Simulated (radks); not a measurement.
Results of a calculation; reference values are marked as such.
The oxygen ion O2+ inside a hard spherical wall (all orbitals vanish at R), configuration held at [He] 2s2 2p2 and not refilled when levels cross. Code: a radial shooting solver on a logarithmic mesh with Libxc functionals. Model: scalar-relativistic Kohn-Sham, PBE, spin-polarised, spherical densities, finite nucleus; open shells are filled with parallel spins first; Fermi nuclear charge, rms radius 2.6991 fm. Eigenvalues in eV for spin up, with the zero of energy where the potential of the charges vanishes at infinity; a dash marks a level that is unbound or too diffuse for the functional's potential to be trusted. A positive occupied level is held by the wall or, in an anion where self-interaction has pushed it up, behind a barrier. The pressure on the wall is -dE/dV.

R (bohr) = free: E (hartree) -73.25078; kinetic (hartree) 73.213; e(1s) -558.01; e(2s) -60.130; e(2p) -45.085; e(3s, empty) -; e(3p, empty) -; pressure (GPa) 0
R (bohr) = 20: E (hartree) -73.25078; kinetic (hartree) 73.213; e(1s) -558.01; e(2s) -60.130; e(2p) -45.085; e(3s, empty) -; e(3p, empty) -; pressure (GPa) < 0.0001
R (bohr) = 15: E (hartree) -73.25078; kinetic (hartree) 73.213; e(1s) -558.01; e(2s) -60.130; e(2p) -45.085; e(3s, empty) -; e(3p, empty) -; pressure (GPa) < 0.0001
R (bohr) = 12: E (hartree) -73.25078; kinetic (hartree) 73.213; e(1s) -558.01; e(2s) -60.130; e(2p) -45.085; e(3s, empty) -; e(3p, empty) -; pressure (GPa) < 0.0001
R (bohr) = 10: E (hartree) -73.25078; kinetic (hartree) 73.213; e(1s) -558.01; e(2s) -60.130; e(2p) -45.085; e(3s, empty) -; e(3p, empty) -; pressure (GPa) < 0.0001
R (bohr) = 8: E (hartree) -73.25078; kinetic (hartree) 73.213; e(1s) -558.01; e(2s) -60.130; e(2p) -45.085; e(3s, empty) -14.771; e(3p, empty) -; pressure (GPa) < 0.0001
R (bohr) = 2.5: E (hartree) -73.09712; kinetic (hartree) 74.209; e(1s) -553.83; e(2s) -57.246; e(2p) -41.822; e(3s, empty) 26.917; e(3p, empty) 29.418; pressure (GPa) 173
R (bohr) = 1.5: E (hartree) -70.17911; kinetic (hartree) 84.306; e(1s) -524.46; e(2s) -23.872; e(2p) -11.088; e(3s, empty) 213.90; e(3p, empty) 182.28; pressure (GPa) 9840
